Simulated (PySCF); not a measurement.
# Ionisation energy of As by level of theory

As [Ar] 3d10 4s2 4p3 (4S) → As+ [Ar] 3d10 4s2 4p2 (3P), as a difference of total energies. All numbers are calculated (PySCF 2.14, scalar relativity by spin-free X2C-1e, in dyall-v3z (23s16p10d1f, 128 functions)). Correlated levels: valence: [Ar] 3d10 frozen; virtual orbitals above 40 to 60 times the deepest correlated orbital energy dropped. The calculations carry no spin-orbit coupling.

| method | ionisation energy (eV) |
| --- | --- |
| UHF | 9.411 |
| LDA | 10.027 |
| PBE | 9.882 |
| PBE0 | 9.942 |
| r2SCAN | 10.087 |
| TPSSh | 9.932 |
| MN15 | 9.930 |
| r2SCANh | 10.087 |
| ROHF | 9.494 |
| MP2 (valence) | 9.889 |
| SCS-MP2 (valence) | 9.742 |

Errors of the correlated levels include the incompleteness of this basis and the frozen core.

**Question.** Which method comes closest to the reference value, and which is furthest?

**Answer.** The reference is 10.008 eV (measured; NIST levels, between the centres of gravity of the two terms). Closest: LDA (error 0.019 eV); furthest: UHF (error -0.597 eV).
